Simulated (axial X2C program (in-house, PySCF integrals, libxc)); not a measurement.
# Correcting the dissociation energy of NaSn for spin–orbit coupling

A spin-free CCSD(T) curve (one-electron X2C) was computed with an in-house relativistic program for diatomic molecules, basis Sn dyall-cv3z [11s12p9d4f1g], Na dyall-cv3z [9s8p5d2f] (cores contracted in-house), for the state M_S = 3/2, Λ = 0 (beyond evenly filled blocks: σα, π+α, π-α). It gives D0 = 1.233 eV to Sn + Na, which in a spin-free picture are the weighted means of the ground terms.

Correlated methods: 5 electrons correlated (number of frozen shells: Sn 4 s, 3 p, 2 d; Na 2 s, 1 p), 281 virtual spin orbitals or spinors in MP2, 61 natural virtuals in coupled cluster.

Measured levels of the ground terms (NIST Handbook of Basic Atomic Spectroscopic Data), in cm⁻¹: Sn 3P: J = 0 at 0, J = 1 at 1691.8, J = 2 at 3427.7; Na 2S: J = 1/2 at 0.

The molecular state has Λ = 0, so it has no first-order lowering.

**Question.** How far does each ground level lie under the (2J+1)-weighted mean of its term?

**Answer.** Sn: (1 × 0 + 3 × 1691.8 + 5 × 3427.7)/9 = 2468 cm⁻¹; Na: a single level, 0.

**Question.** Correct D0.

**Answer.** D0 = 1.233 + (0 − 2468)/8065.5 = 0.927 eV at CCSD(T) with these spin–orbit terms.

Second-order spin–orbit effects in the molecule, which grow quickly with Z, are left out. The state is a single determinant with fixed occupations, the lowest that a limited PBE0 search found. Dissociation energies refer to the lowest single-determinant-based atoms at the same level and basis. Coupled cluster ran in a truncated set of natural virtual spinors; the MP2 energy of the rest was added. (T) has no such correction and the atoms are truncated less, which lowers De at CCSD(T) by a hundredth of an eV or more. Other states lie close and PBE0, whose exact exchange favours high spin, may order them wrongly; the determinant shown need not be the ground state. The nearest other spin-free determinant of the search, M_S = 1/2, Λ = 1, lies 0.33 eV up at the distance of the search. With the outer-core shells frozen, correlated bond lengths of heavy atoms tend to come out a few hundredths of an ångström too long.
